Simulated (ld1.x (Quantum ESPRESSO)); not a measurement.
Logarithmic derivatives: Os, PAW

| Quantity | Value |
| --- | --- |
| Element | osmium (Os) |
| Generator | ld1.x (Quantum ESPRESSO) 7.5 |
| Type | PAW |
| Functional | PBEsol |
| Relativity | scalar-relativistic |
| Frozen core | [Kr] 4d10 |
| Valence charge | 30 |
| Reference configuration | 4f13.5 5s2 5p6 5d6.5 6s2 6p0 |
| Partial waves | 5s (bound): rcut 1.30, rcutus 1.65 bohr; 6s (bound): rcut 1.30, rcutus 1.65 bohr; 5p (bound): rcut 1.50, rcutus 1.65 bohr; 6p (bound, empty): rcut 1.50, rcutus 1.65 bohr; 5d (bound): rcut 1.70, rcutus 2.25 bohr; 5d channel at -0.1 Ry: rcut 1.70, rcutus 2.25 bohr; 4f (bound): rcut 0.60, rcutus 0.70 bohr; 4f channel at -0.95 Ry: rcut 0.60, rcutus 0.70 bohr |
| Local potential | all-electron potential smoothed inside 0.85 bohr (lloc = -2) |
| Core correction | a·sin(br)/r model core inside 0.35 bohr |
| Augmentation charge | BESSEL, radius 0.55 bohr |

The phase is arctan(r·u′/u) with u = r·R(r), unwrapped; energies in Ry, scanned from -9 to 5 Ry. A pole is an energy at which the radial function vanishes at the test radius. The pseudo phase is shifted by a multiple of π to meet the all-electron one at the reference energy, and phase errors are pseudo minus all-electron; the curves can meet again beyond the range given. Levels narrower than the energy grid can be missing from the lists of poles. n/a: not evaluated, since a narrow level or a reset projector energy made the automatic matching unsafe.

```csv
channel,radius (bohr),reference energy (Ry),"poles, all-electron","poles, pseudo",unbroken range about the reference energy with phases within 0.05 rad,phase error 1 Ry above the reference energy (rad)
s,2.46,-0.46,"-6.85, 2.51","-6.85, 2.52",the whole range,+0.000
p,2.46,-0.09,"-3.75, 4.44","-3.75, 4.44",the whole range,-0.000
d,2.46,-0.50,0.11,"0.11, 3.38",below 3.2,-0.000
f,2.46,-4.19,4.14,4.14,n/a,n/a
```

Note: ghost state, extra bound levels that the all-electron valence spectrum of the same l lacks: s at -282.2 eV. A true bound ghost makes a file unfit for plane-wave use.

Phases in the d channel:

```tsv
E (Ry)	all-electron	pseudo
-9.00	1.434	1.434
-8.76	1.432	1.432
-8.52	1.430	1.430
-8.28	1.428	1.428
-8.04	1.426	1.426
-7.80	1.423	1.423
-7.56	1.421	1.421
-7.32	1.418	1.418
-7.08	1.416	1.416
-6.84	1.413	1.413
-6.60	1.410	1.410
-6.36	1.407	1.407
-6.12	1.403	1.403
-5.88	1.400	1.400
-5.64	1.396	1.396
-5.40	1.392	1.392
-5.16	1.387	1.387
-4.92	1.382	1.382
-4.68	1.377	1.377
-4.44	1.371	1.371
-4.20	1.365	1.365
-3.96	1.358	1.358
-3.72	1.350	1.350
-3.48	1.341	1.341
-3.24	1.330	1.330
-3.00	1.318	1.318
-2.76	1.304	1.304
-2.52	1.287	1.287
-2.28	1.265	1.265
-2.04	1.237	1.237
-1.80	1.199	1.199
-1.56	1.142	1.142
-1.32	1.048	1.048
-1.08	0.857	0.857
-0.84	0.346	0.346
-0.60	-0.713	-0.712
-0.36	-1.266	-1.266
-0.12	-1.472	-1.471
0.12	-1.575	-1.575
0.36	-1.642	-1.642
0.60	-1.691	-1.692
0.84	-1.733	-1.733
1.08	-1.772	-1.773
1.32	-1.812	-1.812
1.56	-1.855	-1.855
1.80	-1.905	-1.906
2.04	-1.966	-1.967
2.28	-2.046	-2.048
2.52	-2.158	-2.161
2.76	-2.324	-2.330
3.00	-2.581	-2.598
3.24	-2.969	-3.042
3.48	-3.432	-6.446
3.72	-3.816	-6.923
3.96	-4.070	-7.195
4.20	-4.232	-7.363
4.44	-4.341	-7.474
4.68	-4.417	-7.552
4.92	-4.473	-7.609
```
